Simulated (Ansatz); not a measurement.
`C[Si](N)(N)[SiH3]` + `N=C([SiH3])S` → `N=C([SiH3])S[SiH3]` + `C[SiH](N)N`  (cleavage of the Si–Si bond)

Isolated molecules relaxed with PBE0-D4/def2-TZVP in Ansatz; ΔE leaves out vibrations. CCSD(T)/CBS adds triple-zeta CCSD(T) − MP2 to the extrapolated MP2 energy (def2 sets, frozen cores). Functionals use def2-TZVPP. B3LYP here is the variant with VWN-RPA as its local correlation; programs differ in this. Each species was taken in one conformer, which may not be the lowest.

`C[Si](N)(N)[SiH3]`:

Cartesian coordinates in Å:
```
C -1.814 0.318 -0.101
Si 0.036 0.274 0.185
N 0.628 1.772 -0.423
N 0.567 0.183 1.815
Si 0.929 -1.649 -0.846
H -2.054 0.376 -1.166
H -2.259 1.184 0.399
H -2.287 -0.583 0.297
H 1.616 1.967 -0.403
H 0.186 2.202 -1.219
H 0.664 -0.700 2.287
H 0.379 0.935 2.460
H 0.389 -1.808 -2.228
H 0.606 -2.903 -0.102
H 2.414 -1.569 -0.953
```

`N=C([SiH3])S`:

Z-matrix (Å, degrees):
```
Si
C 1 1.894
H 1 1.479 2 109.4
H 1 1.487 2 108.5 3 -121.4
H 1 1.486 2 108.3 3 121.3
S 2 1.778 1 118.2 3 169.3
N 2 1.266 1 118.6 3 -12.8
H 6 1.343 2 97.5 1 -6.8
H 7 1.023 2 113.7 1 -178.7
```

`N=C([SiH3])S[SiH3]`:

```xyz
12

N    -1.790    1.768   -0.401
C    -0.950    0.831   -0.263
Si    0.853    1.219   -0.691
S    -1.480   -0.815    0.214
Si    0.272   -1.892    0.822
H    -2.749    1.488   -0.176
H     1.226    0.474   -1.920
H     1.726    0.759    0.422
H     0.984    2.679   -0.887
H    -0.256   -3.251    1.089
H     0.877   -1.324    2.051
H     1.287   -1.938   -0.260
```

`C[SiH](N)N`:

```xyz
12

C     1.231   -0.522   -0.841
Si   -0.176    0.423   -0.056
N    -0.061    0.754    1.622
N    -1.573   -0.550   -0.274
H     1.355   -1.504   -0.376
H     2.169    0.028   -0.729
H     1.062   -0.673   -1.912
H    -0.215    1.786   -0.671
H    -0.011    0.017    2.305
H     0.359    1.606    1.951
H    -1.676   -1.123   -1.095
H    -2.465   -0.242    0.077
```

CCSD(T)/CBS gives -57.2 kJ/mol.

**Question.** Another level gave -62.1 kJ/mol. Which?
A. B3LYP/def2-TZVPP
B. HF/def2-TZVPP
C. B2PLYP/def2-TZVPP
D. PBE/def2-TZVPP

**Answer.** B. HF/def2-TZVPP -62.1, PBE -43.5, B3LYP -51.5, B2PLYP -56.5 kJ/mol.

Largest T1 diagnostic among the species: 0.014.

From PBE to PBE0 (25 % exact exchange), in def2-TZVPP and without D4, ΔE moves by −4.5 kJ/mol.
